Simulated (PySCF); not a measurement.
## Run times: rhodium in x2c-TZVPall

Measured wall times of calculations with PySCF 2.14 in x2c-TZVPall (8s6p6d1f, 63 functions), with the spin-free X2C one-electron Hamiltonian (Gaussian nucleus), run from one Python driver. Hardware: 1 thread of Neoverse-V2 on a shared host, 1.3 GiB allowed. The two-electron integrals over 63 functions were computed once and kept in memory (1.1 CPU seconds with the set-up); the times below exclude them. Kohn-Sham runs start from converged Hartree-Fock orbitals.

Launch command (the driver calls PySCF for each step listed in the task file):

```bash
OMP_NUM_THREADS=1 python atomrun2.py TASK.json OUT
```

```json
{"species": "Rh⁺ [Kr] 4d8", "step": "UHF", "iterations": "7", "wall time (s)": "0.38"}
{"species": "Rh⁺ [Kr] 4d8", "step": "BP86", "iterations": "7", "wall time (s)": "1.6"}
{"species": "Rh⁺ [Kr] 4d8", "step": "MP2 (8 electrons)", "iterations": "", "wall time (s)": "0.09"}
{"species": "Rh²⁺ [Kr] 4d7", "step": "UHF", "iterations": "6", "wall time (s)": "0.3"}
{"species": "Rh²⁺ [Kr] 4d7", "step": "BP86", "iterations": "6", "wall time (s)": "1.3"}
{"species": "Rh²⁺ [Kr] 4d7", "step": "r2SCAN", "iterations": "6", "wall time (s)": "2.7"}
{"species": "Rh²⁺ [Kr] 4d7", "step": "MP2 (7 electrons)", "iterations": "", "wall time (s)": "0.08"}
```

Problem. Roughly how long does r2SCAN take for Rh⁺ [Kr] 4d8 here?

Solution. About 3.1 s.

Peak memory of the process: 0.26 GiB. Times on a shared host vary from run to run.
